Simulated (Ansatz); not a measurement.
Reaction (ligand exchange at the Si–Se bond): `N[SiH]([SiH3])[SeH]` + silanol → `N[SiH]([SiH3])O[SiH3]` + H₂Se

Gas-phase electronic energies from Ansatz, PBE0-D4/def2-TZVP geometries. CCSD(T)/CBS adds triple-zeta CCSD(T) − MP2 to the extrapolated MP2 energy (def2 sets, frozen cores). For Se outer-core shells are correlated without core-valence functions, which leaves a few kJ/mol of doubt a bond. Scalar relativity is left out up to krypton. One conformer a species, not always the lowest.

| species | HF/def2-QZVPP energy (Eh) |
| --- | --- |
| `N[SiH]([SiH3])[SeH]` | -3036.40454 |
| `O[SiH3]` | -366.22391 |
| `N[SiH]([SiH3])O[SiH3]` | -1001.60395 |
| H₂Se | -2401.05204 |

Task: Work out ΔE.

Result: ΔE = (-1001.60395) + (-2401.05204) − (-3036.40454) − (-366.22391) = -0.02754 Eh = -72.3 kJ/mol. CCSD(T)/CBS gives -52.7 kJ/mol.

Largest T1 diagnostic among the species: 0.012.

In def2-TZVPP, CCSD(T) changes the Hartree–Fock value by +12.4 kJ/mol (the triples alone add +2.4 kJ/mol) and MP2 by +17.9 kJ/mol. From PBE to PBE0 (25 % exact exchange), in def2-TZVPP and without D4, ΔE moves by −3.4 kJ/mol.
